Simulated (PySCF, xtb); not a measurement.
Al(H)2(OH) (AlH₃O), SMILES [OH][AlH2].

xtb with GFN2-xTB at its own geometry gives an orbital gap of 5.07 eV and a dipole moment of 1.78 D.

Geometry: PBE0-D3(BJ)/def2-TZVP. A frequency run showed that this geometry is not a minimum.

Task: What does M06-2X/def2-TZVPD (PySCF) give? (An estimate is asked for; the answer gives what the named calculation found.)

Result: gap 8.90 eV (levels -9.25 and -0.36 eV), dipole 1.01 D.
